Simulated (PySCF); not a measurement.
# Relaxation of triplet WBr₂

Level of theory: UPBE0 in PySCF with W def2-TZVP with ECP60, Br def2-TZVP; scalar-relativistic core potentials, no spin–orbit coupling; density-fitted integrals. A (50,194) grid was used.

A hand-made linear start, of D∞h symmetry, held to at least that symmetry:

```xyz
3
charge 0 multiplicity 3, angstrom
W     0.0000    0.0000    0.0000
Br    0.0000    0.0000    2.5100
Br    0.0000    0.0000   -2.5100
```

(1) What does it relax to?

(2) How much energy is released, and in how many steps?

Results:

(1) It ends at D∞h with W–Br 2.352 Å (×2); Br–W–Br 180.0°. A frequency run shows a minimum. Other isomers or separated fragments may lie lower.

(2) 26.3 kJ/mol in 4 steps.

With open d or f shells other occupations or spin states may lie lower. At this level a quintet minimum of C2v symmetry lies 68 kJ/mol below this structure. Spin–orbit coupling, left out here, can matter for elements this heavy.
